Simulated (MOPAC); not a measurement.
Job for MOPAC: PM3 on GeH4 (SMILES [GeH4]), a point of a bond scan (R = 1.536 Å).

```
PM3 1SCF PRECISE CHARGE=0 THREADS=1
GeH4

Ge    -0.00000000 1     0.00000000 1     0.00000000 1
H     -0.61590762 1    -0.88211607 1    -1.09604849 1
H      0.57332193 1    -0.89073123 1     1.11206704 1
H     -1.08236259 1     0.91830644 1     0.58651322 1
H      1.12494829 1     0.85454086 1    -0.60253176 1
```

It printed:

```
*******************************************************************************
 **                                                                           **
 **                              MOPAC v23.2.5                                **
 **                                                                           **
 *******************************************************************************
 ** MOPAC's Digital Object Identifier: https://doi.org/10.5281/zenodo.6511958 **
 **                                                                           **
 ** Please cite the open-source release paper for use of this MOPAC version:  **
 ** J. E. Moussa and J. J. P. Stewart (2026)                                  **
 ** MOPAC: An open-source semiempirical molecular orbital program             **
 ** J. Open Source Softw., 11(119), 8025, https://doi.org/10.21105/joss.08025 **
 *******************************************************************************

                              PM3 CALCULATION RESULTS

 *******************************************************************************
 *  PM3        - The PM3 Hamiltonian to be used
 *
 *
 *
 *                 CHARGE ON SYSTEM = 0
 *
 *
 *
 *  PRECISE    - TIGHTER CRITERIA TO BE USED
 *  1SCF       - DO 1 SCF AND THEN STOP
 *  THREADS=1  - MULTI-THREADING NOT USED
 *  T=         - A TIME OF 172800.0 SECONDS REQUESTED
 *  DUMP=N     - RESTART FILE WRITTEN EVERY 7200.0 SECONDS REQUESTED
 *******************************************************************************
PM3 1SCF PRECISE CHARGE=0 THREADS=1
 GeH4

   ATOM   CHEMICAL          X               Y               Z
  NUMBER   SYMBOL      (ANGSTROMS)     (ANGSTROMS)     (ANGSTROMS)

     1      Ge         -0.00000000  *   0.00000000  *   0.00000000  *
     2       H         -0.61590762  *  -0.88211607  *  -1.09604849  *
     3       H          0.57332193  *  -0.89073123  *   1.11206704  *
     4       H         -1.08236259  *   0.91830644  *   0.58651322  *
     5       H          1.12494829  *   0.85454086  *  -0.60253176  *



          CARTESIAN COORDINATES

    NO.       ATOM           X           Y           Z

     1        Ge         -0.0000      0.0000      0.0000
     2         H         -0.6159     -0.8821     -1.0960
     3         H          0.5733     -0.8907      1.1121
     4         H         -1.0824      0.9183      0.5865
     5         H          1.1249      0.8545     -0.6025

  H: (PM3): J. J. P. STEWART, J. COMP. CHEM. 10, 209 (1989).
 Ge: (PM3): J. J. P. STEWART, J. COMP. CHEM. 12, 320-341 (1991).

           Empirical Formula: H4 Ge  =     5 atoms



      MOLECULAR POINT GROUP   :   Td


      RHF CALCULATION, NO. OF DOUBLY OCCUPIED LEVELS = 4


 -------------------------------------------------------------------------------
 PM3 1SCF PRECISE CHARGE=0 THREADS=1
 GeH4



     1SCF WAS SPECIFIED, SO BFGS WAS NOT USED
     SCF FIELD WAS ACHIEVED


                              PM3 CALCULATION
                                                       MOPAC v23.2.5 Linux




          FINAL HEAT OF FORMATION =         32.70854 KCAL/MOL =     136.85253 KJ/MOL


          COSMO AREA              =         80.14 SQUARE ANGSTROMS
          COSMO VOLUME            =         65.79 CUBIC ANGSTROMS

          IONIZATION POTENTIAL    =         12.279882 EV
          HOMO LUMO ENERGIES (EV) =        -12.280  0.438
          NO. OF FILLED LEVELS    =          4
          MOLECULAR WEIGHT        =         76.6216         POINT GROUP:  Td

          MOLECULAR DIMENSIONS (Angstroms)

            Atom       Atom       Distance
            H     4    H     2     2.50801
            H     5    H     3     2.50801
            H     5    H     2     1.77343


          SCF CALCULATIONS        =          1





   ATOM   CHEMICAL          X               Y               Z
  NUMBER   SYMBOL      (ANGSTROMS)     (ANGSTROMS)     (ANGSTROMS)

     1      Ge         -0.00000000  *   0.00000000  *   0.00000000  *
     2       H         -0.61590762  *  -0.88211607  *  -1.09604849  *
     3       H          0.57332193  *  -0.89073123  *   1.11206704  *
     4       H         -1.08236259  *   0.91830644  *   0.58651322  *
     5       H          1.12494829  *   0.85454086  *  -0.60253176  *

                             CARTESIAN COORDINATES

   1   Ge       -0.000000000     0.000000000     0.000000000
   2    H       -0.615907620    -0.882116070    -1.096048490
   3    H        0.573321930    -0.890731230     1.112067040
   4    H       -1.082362590     0.918306440     0.586513220
   5    H        1.124948290     0.854540860    -0.602531760


           Empirical Formula: H4 Ge  =     5 atoms



      MOLECULAR POINT GROUP   :   Td


                  EIGENVALUES
 -16.03885 -12.27988 -12.27988 -12.27988   0.43819   0.43819   0.43819   3.67037


              NET ATOMIC CHARGES AND DIPOLE CONTRIBUTIONS

  ATOM NO.   TYPE          CHARGE      No. of ELECS.   s-Pop       p-Pop
    1         Ge           0.276645        3.7234     0.64737     3.07598
    2          H          -0.069161        1.0692     1.06916
    3          H          -0.069161        1.0692     1.06916
    4          H          -0.069161        1.0692     1.06916
    5          H          -0.069161        1.0692     1.06916
 DIPOLE           X         Y         Z       TOTAL
 POINT-CHG.     0.000    -0.000     0.000     0.000
 HYBRID         0.000     0.000     0.000     0.000
 SUM            0.000     0.000     0.000     0.000


          ATOMIC ORBITAL ELECTRON POPULATIONS

     Atom    s        px        py        pz
    1 Ge   0.64737   1.02533   1.02533   1.02533
    2  H   1.06916
    3  H   1.06916
    4  H   1.06916
    5  H   1.06916

 **********************
 *                    *
 * JOB ENDED NORMALLY *
 *                    *
 **********************




 == MOPAC DONE ==
```

The run finished.

Cost: very roughly 0.020 core-seconds.
